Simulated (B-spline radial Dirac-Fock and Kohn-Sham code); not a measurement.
Model: the Dirac equation of a negative muon with reduced mass in the field of a spherical finite nucleus, with the Uehling potential to all orders; nuclear polarisation, deformation, hyperfine structure, self-energy, higher-order vacuum polarisation, relativistic recoil and electron screening are left out. Program: a radial finite-basis atomic code. The nuclear charge is a Fermi distribution (skin thickness 2.3 fm).

Q: A muonic atom of atomic mass 185.97 u emits these computed lines: 2p3/2 → 1s1/2 5765 keV, 3d5/2 → 2p3/2 2340 keV, 4f7/2 → 3d5/2 870.0 keV, 5g9/2 → 4f7/2 400.1 keV. Which element is it, and what rms charge radius was used?

A: Gold (Z = 79, nuclide ¹⁸⁶Au); the high transitions hardly feel the nucleus and fix Z. The 2p → 1s line lies 9066 keV below the value for a point nucleus without QED, which for this nuclear model gives a radius near 5.44 fm (5.4354 fm was used).
